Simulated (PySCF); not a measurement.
Species: C3H3Cl2FSi.
SMILES: `F[C@@H]1C=C1[SiH](Cl)Cl`

Torsions of this conformer, `[F:1][C@@H:2]1[CH:3]=[C:4]1[SiH:5]([Cl:6])[Cl:7]`: C3–C4–Si5–Cl6 1°.

The closed-shell ground state was solved at several levels (PySCF, density fitting, gas phase, non-relativistic). Geometry: PBE0-D3(BJ)/def2-SVP, one conformer, isolated molecule.

```tsv
level	basis functions	total energy (Eh)	HOMO (eV)	LUMO (eV)	gap (eV)	dipole (D)
LDA/pcSseg-1	155	-1420.0264	-7.26	-2.84	4.42	1.13
PBE0/pcSseg-1	155	-1425.1551	-8.55	-1.63	6.92	1.18
PBE0/def2-SVP	125	-1424.6841	-8.37	-1.43	6.94	1.11
PBE0/6-311+G(2d,p)	231	-1425.3258	-8.53	-1.65	6.88	1.22
PBE0/aug-cc-pVDZ	200	-1425.2639	-8.51	-1.62	6.89	1.16
PBE0/cc-pVTZ	264	-1425.3580	-8.43	-1.52	6.91	1.15
PBE0/IGLO-III	302	-1425.3409	-8.46	-1.55	6.91	1.20
PBE0/6-31G	81	-1425.0116	-8.63	-1.66	6.97	1.55
PBE0/cc-pVDZ	125	-1425.2399	-8.30	-1.40	6.90	1.10
PBE0/pcSseg-2	315	-1425.3751	-8.54	-1.64	6.90	1.19
```

Problem. What might PBE0/6-31G* (116 basis functions) give for the same quantities?

Solution. Total energy -1425.1595 Eh, HOMO -8.29 eV, LUMO -1.39 eV, gap 6.90 eV, dipole 1.27 D.

Problem. Over all these levels, which gives the widest orbital gap and which the narrowest?

Solution. PBE0/6-31G (global hybrid, 25 % exact exchange) has the widest, 6.97 eV, and LDA/pcSseg-1 (LDA) the narrowest, 4.42 eV. Functional and basis both differ between the two, so the spread mixes both effects.

Problem. How much does the basis alone move the frontier levels among the 10 PBE0 rows (the withheld one included)?

Solution. The HOMO by 0.34 eV and the LUMO by 0.27 eV. By rising basis size (HOMO, LUMO in eV): 6-31G -8.63, -1.66; 6-31G* -8.29, -1.39; def2-SVP -8.37, -1.43; cc-pVDZ -8.30, -1.40; pcSseg-1 -8.55, -1.63; aug-cc-pVDZ -8.51, -1.62; 6-311+G(2d,p) -8.53, -1.65; cc-pVTZ -8.43, -1.52; IGLO-III -8.46, -1.55; pcSseg-2 -8.54, -1.64.

Problem. How far do the dipole and the HOMO energy spread over the levels?

Solution. The dipole runs from 1.10 to 1.55 D (mean 1.21 D) and the HOMO from -8.63 to -7.26 eV.
